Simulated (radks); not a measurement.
The numbers below are computed, except where a source is named.
Q: The mean radii <r> (bohr) of the occupied orbitals of an atom or ion are listed with their occupations. Level of theory: non-relativistic Kohn-Sham, PBE, spin-polarised, spherical densities, point nucleus (a radial shooting solver on a logarithmic mesh with Libxc functionals).

orbital  occ.      <r>
1s up       1  0.01823
1s down     1  0.01823
2s up       1  0.07664
2s down     1  0.07664
2p up       3  0.06471
2p down     3  0.06471
3s up       1   0.1925
3s down     1   0.1925
3p up       3   0.1831
3p down     3   0.1831
3d up       5   0.1595
3d down     5   0.1595
4s up       1   0.4198
4s down     1   0.4197
4p up       3   0.4220
4p down     3   0.4220
4d up       5   0.4252
4d down     5   0.4252
4f up       7   0.4317
4f down     7   0.4317
5s up       1   0.9246
5s down     1   0.9240
5p up       3   0.9872
5p down     3   0.9859
5d up       5    1.193
5d down     5    1.188
6s up       1    2.155

Name the element and its charge. Open shells, if any, are filled with parallel spins first.

A: Z = 83, bismuth, charge +4: Bi4+ in [Xe] 4f14 5d10 6s1. The 1s radius gives Z: for a bare nucleus <r> = 1.5/Z, 0.01807 bohr for Z = 83, and screening makes it slightly larger (0.01823 here). The occupations add up to 79, and the charge is Z minus that.
